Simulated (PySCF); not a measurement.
B(H)(NCO)2 (C2HBN2O2), SMILES O=C=NBN=C=O. Heavy atoms are numbered as in [BH:1]([N:3]=[C:4]=[O:5])[N:6]=[C:7]=[O:8]. Hydrogens are named by the atom that carries them.

The structure is a stationary point at TPSSh-D3(BJ)/def2-SVP. The structure was generated by enumeration, and PubChem lists no compound with its InChIKey, so it may never have been made. The values are those of a single conformer.

Method: PBE/pcSseg-1 (PySCF).

GIAO shieldings, no solvent; atoms alike by connectivity are averaged. δ = σ(ref) − σ: ¹¹B against BF3 (σ = 83.9 ppm); ¹H against TMS (σ = 31.49 ppm); ¹⁵N against NH3 (σ = 267.0 ppm); ¹³C against TMS (σ = 182.0 ppm); ¹⁷O against H2O (σ = 334.3 ppm), references at their B3LYP-D3(BJ)/def2-TZVP geometries, non-relativistic.

```tsv
nucleus	atoms	count	δ (ppm)
¹¹B	B1 (BH)	1	10.7
¹H	H on B1	1	5.35
¹⁵N	N3	2	104.7
¹³C	C4	2	131.4
¹⁷O	O5	2	196.6
```
